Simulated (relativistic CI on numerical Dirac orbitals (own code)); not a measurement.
**Zeeman pattern of Yb I 7699.49 Å at 0.5 T**

Problem. The line 4f14 6s 6p 3P°_2 – 4f14 6s 7s 3S_1 of Yb I lies at 7699.49 Å (air; NIST Handbook). Calculate its Zeeman pattern at B = 0.5 T, seen across the field, in LS coupling, and compare it with the Doppler width at an assumed gas temperature of 400 K.

Working.
1. Landé factors g = 3/2 + [S(S + 1) − L(L + 1)]/[2J(J + 1)]: lower 1.5000, upper 2.0000.
2. The unit is μB B/hc = 0.46686 × 0.5 = 0.2334 cm⁻¹, or 138.4 mÅ at this wavelength. A component is shifted by g_u m_u − g_l m_l units. Seen across the field, the strengths for lower J and m are J² − m² (π) and ¼(J − m)(J − m − 1) (σ).
3. π components (Δm = 0), symmetric about zero, as shift (strength, strongest of all = 100): 0.000 (100), ±0.500 (75).
4. σ components with Δm = +1, mirrored for −1: 1.000 (75), 1.500 (38), 2.000 (12).
5. The centre of the σ group lies at ḡ = 1.250 units, 173.0 mÅ from the line centre.
6. The Doppler width is 7.16 × 10⁻⁷ λ √(T/M) = 8.4 mÅ (FWHM, M = 174), so the sum of Gaussians shows separate peaks away from the centre.

Check. A relativistic CI calculation gives g = 1.5007 and 1.9972 for the two levels. The nearest fine-structure partner lies 1718 cm⁻¹ away, 7361 Zeeman units, so the weak-field formulas hold; hyperfine structure, which matters at weak fields for isotopes with nuclear spin, is neglected.
